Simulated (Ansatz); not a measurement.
## Molecular dynamics of C$_{2}$H$_{11}$NSi$_{2}$

Input file:

```yaml
crystal:
  periodic: [false, false, false]
  atoms:
    - { symbol: Si, position_ang: [0.088205, -0.003176, -0.048666] }
    - { symbol: Si, position_ang: [-0.158776, 0.234979, 2.182054] }
    - { symbol: H, position_ang: [-1.544037, 0.143558, 2.57901] }
    - { symbol: H, position_ang: [0.566648, -0.799184, 2.882427] }
    - { symbol: H, position_ang: [0.343724, 1.508837, 2.640208] }
    - { symbol: H, position_ang: [1.490467, 0.022398, -0.397936] }
    - { symbol: "N", position_ang: [-0.69157, 1.255243, -1.044338] }
    - { symbol: C, position_ang: [-2.172567, 1.298959, -0.897596] }
    - { symbol: H, position_ang: [-2.589135, 0.298282, -1.091173] }
    - { symbol: H, position_ang: [-2.520925, 1.627381, 0.103639] }
    - { symbol: H, position_ang: [-2.596228, 1.996993, -1.638365] }
    - { symbol: C, position_ang: [-0.129801, 2.617569, -0.831713] }
    - { symbol: H, position_ang: [-0.55933, 3.312914, -1.571668] }
    - { symbol: H, position_ang: [-0.329639, 3.040326, 0.174771] }
    - { symbol: H, position_ang: [0.961099, 2.590424, -0.978653] }
    - { symbol: H, position_ang: [-0.479334, -1.261702, -0.476601] }
basis:
  gaussian: { orbitals: STO-3G }
hamiltonian:
  xc: pbe0
  dispersion: d4
md:
  timestep: 0.5
  n_steps: 100
  ensemble: nvt_nose_hoover
  temperature: 3000.0
  initial_velocities: maxwell_boltzmann
  seed: 429868
  nose_hoover: { tau: 50.0, chain_length: 1 }
  temperature_schedule:
    - { n_steps: 25, end_temperature: 3000.0 }
    - { n_steps: 75, end_temperature: 750.0 }
```

Run as:

```bash
$ ansatz run input.yaml --threads 1 --pin off --max-ram 2048MiB --backend cpu --events-out ev --progress --plain --runs-dir out
```

It starts from a relaxed structure.

Output, in part (step lines, the closing report, with atoms numbered from 0):

```
md step     0: t =     0.00 fs  T =  3000.0 K (target 3000.0 K)  F+E_penalty+E_count = -19261.10858656 eV  E_kin = 5.428920 eV  conserved = -19255.67966660 eV  (22 SCF iters)
[... lines left out ...]
Total energy: -19257.91828013 eV, -707.7154433089 hartree
Atom 0 at     0.103928    -0.029474    -0.065145 Å, force     1.746483    -1.106101     1.109449 eV/Å
Atom 1 at    -0.166502     0.345083     2.083527 Å, force     0.018637    -0.754594    -1.065272 eV/Å
Atom 2 at    -0.868301     1.541196     2.256848 Å, force     0.386746     1.625254     0.764119 eV/Å
Atom 3 at    -1.018263    -0.544543     2.717877 Å, force    -0.934039    -1.373383     0.549258 eV/Å
Atom 4 at     1.140887    -0.049807     2.413879 Å, force     1.059864     0.767935     1.467474 eV/Å
Atom 5 at     1.498044     0.028636    -0.418117 Å, force     0.291319    -0.101628     0.251449 eV/Å
Atom 6 at    -0.539955     1.221238    -1.040864 Å, force    -7.112904    -0.160388    -3.084846 eV/Å
Atom 7 at    -2.228968     1.203768    -0.812266 Å, force     4.697865    -1.644472    -1.399474 eV/Å
Atom 8 at    -2.546788     0.474956    -1.535897 Å, force    -0.535623    -1.421746    -0.060828 eV/Å
Atom 9 at    -2.676415     1.034003     0.182193 Å, force     0.498842     0.273101    -0.000080 eV/Å
Atom 10 at    -2.499037     2.087730    -1.301401 Å, force    -1.062359     2.500572    -0.142026 eV/Å
Atom 11 at    -0.230967     2.595618    -0.672082 Å, force     1.971444     2.858679     1.293398 eV/Å
Atom 12 at    -0.846741     3.523133    -1.138968 Å, force     1.438971    -3.042074     0.409969 eV/Å
Atom 13 at    -0.595251     2.534246     0.413117 Å, force     1.807133     2.065268    -0.589957 eV/Å
Atom 14 at     0.964979     2.790828    -0.917155 Å, force    -3.650127    -0.363663     1.507399 eV/Å
Atom 15 at    -0.261906    -1.406807    -0.209540 Å, force    -0.622252    -0.122759    -1.010033 eV/Å
Dipole moment:    -0.098085     0.080806     0.222400 e Å
```

The steps, from the saved trajectory:

```json
{"time (fs)": "0", "T (K)": "3000", "potential energy less start (eV)": "0.000", "conserved less start (meV/atom)": "0.00"}
{"time (fs)": "1.5", "T (K)": "2214", "potential energy less start (eV)": "1.459", "conserved less start (meV/atom)": "2.33"}
{"time (fs)": "3", "T (K)": "1787", "potential energy less start (eV)": "2.218", "conserved less start (meV/atom)": "1.25"}
{"time (fs)": "4.5", "T (K)": "1404", "potential energy less start (eV)": "2.922", "conserved less start (meV/atom)": "1.72"}
{"time (fs)": "6", "T (K)": "930", "potential energy less start (eV)": "3.788", "conserved less start (meV/atom)": "2.07"}
{"time (fs)": "7.5", "T (K)": "838", "potential energy less start (eV)": "3.964", "conserved less start (meV/atom)": "2.26"}
{"time (fs)": "9", "T (K)": "1287", "potential energy less start (eV)": "3.150", "conserved less start (meV/atom)": "1.63"}
{"time (fs)": "10.5", "T (K)": "1642", "potential energy less start (eV)": "2.511", "conserved less start (meV/atom)": "0.90"}
{"time (fs)": "12", "T (K)": "1611", "potential energy less start (eV)": "2.611", "conserved less start (meV/atom)": "2.41"}
{"time (fs)": "13.5", "T (K)": "2048", "potential energy less start (eV)": "1.819", "conserved less start (meV/atom)": "0.87"}
{"time (fs)": "15", "T (K)": "1852", "potential energy less start (eV)": "2.217", "conserved less start (meV/atom)": "1.75"}
{"time (fs)": "16.5", "T (K)": "1533", "potential energy less start (eV)": "2.827", "conserved less start (meV/atom)": "2.15"}
{"time (fs)": "18", "T (K)": "1576", "potential energy less start (eV)": "2.772", "conserved less start (meV/atom)": "2.01"}
{"time (fs)": "19.5", "T (K)": "1809", "potential energy less start (eV)": "2.369", "conserved less start (meV/atom)": "1.22"}
{"time (fs)": "21", "T (K)": "1389", "potential energy less start (eV)": "3.157", "conserved less start (meV/atom)": "0.94"}
{"time (fs)": "22.5", "T (K)": "741", "potential energy less start (eV)": "4.383", "conserved less start (meV/atom)": "3.03"}
{"time (fs)": "24", "T (K)": "1290", "potential energy less start (eV)": "3.381", "conserved less start (meV/atom)": "1.05"}
{"time (fs)": "25.5", "T (K)": "1432", "potential energy less start (eV)": "3.170", "conserved less start (meV/atom)": "1.82"}
{"time (fs)": "27", "T (K)": "1523", "potential energy less start (eV)": "3.048", "conserved less start (meV/atom)": "2.11"}
{"time (fs)": "28.5", "T (K)": "1874", "potential energy less start (eV)": "2.452", "conserved less start (meV/atom)": "1.79"}
{"time (fs)": "30", "T (K)": "2151", "potential energy less start (eV)": "1.996", "conserved less start (meV/atom)": "1.27"}
{"time (fs)": "31.5", "T (K)": "1812", "potential energy less start (eV)": "2.667", "conserved less start (meV/atom)": "1.49"}
{"time (fs)": "33", "T (K)": "1543", "potential energy less start (eV)": "3.202", "conserved less start (meV/atom)": "1.82"}
{"time (fs)": "34.5", "T (K)": "1538", "potential energy less start (eV)": "3.245", "conserved less start (meV/atom)": "1.30"}
{"time (fs)": "36", "T (K)": "1150", "potential energy less start (eV)": "4.004", "conserved less start (meV/atom)": "2.54"}
{"time (fs)": "37.5", "T (K)": "1394", "potential energy less start (eV)": "3.585", "conserved less start (meV/atom)": "1.90"}
{"time (fs)": "39", "T (K)": "1810", "potential energy less start (eV)": "2.877", "conserved less start (meV/atom)": "1.88"}
{"time (fs)": "40.5", "T (K)": "2123", "potential energy less start (eV)": "2.357", "conserved less start (meV/atom)": "1.36"}
{"time (fs)": "42", "T (K)": "1869", "potential energy less start (eV)": "2.875", "conserved less start (meV/atom)": "1.79"}
{"time (fs)": "43.5", "T (K)": "1893", "potential energy less start (eV)": "2.874", "conserved less start (meV/atom)": "1.82"}
{"time (fs)": "45", "T (K)": "2129", "potential energy less start (eV)": "2.481", "conserved less start (meV/atom)": "1.07"}
{"time (fs)": "46.5", "T (K)": "1578", "potential energy less start (eV)": "3.533", "conserved less start (meV/atom)": "2.34"}
{"time (fs)": "48", "T (K)": "1390", "potential energy less start (eV)": "3.896", "conserved less start (meV/atom)": "2.35"}
{"time (fs)": "49.5", "T (K)": "1679", "potential energy less start (eV)": "3.387", "conserved less start (meV/atom)": "1.91"}
```

All steps were run. The conserved energy stayed within 3.2 meV per atom of its start (net change 1.8 meV per atom), so there is no drift, though single steps change it by up to 22 meV in the whole system, a sign of fast motions only just resolved. The schedule's set-point averaged 1500 K over the second half and the system 1699 K. A run of 0.05 ps of so small a system gives no equilibrium averages. Limits of this set-up: minimal basis.

The same pairs are bonded in the first frame and the last. Pairs count as bonded within 1.25 times the sum of covalent radii (0.12 Å more for H–H).

Last frame:

```xyz
16
Properties=species:S:1:pos:R:3
Si 0.104 -0.029 -0.065
Si -0.167 0.345 2.083
H -0.868 1.541 2.257
H -1.018 -0.544 2.718
H 1.141 -0.050 2.414
H 1.498 0.029 -0.418
N -0.540 1.221 -1.041
C -2.229 1.204 -0.812
H -2.547 0.475 -1.536
H -2.676 1.034 0.182
H -2.499 2.088 -1.301
C -0.231 2.596 -0.672
H -0.847 3.523 -1.139
H -0.595 2.534 0.413
H 0.965 2.791 -0.917
H -0.262 -1.407 -0.209
```

The run took 9.9 min on 1 thread of Arm Neoverse N1 (shared host), peak memory 0.12 GiB.
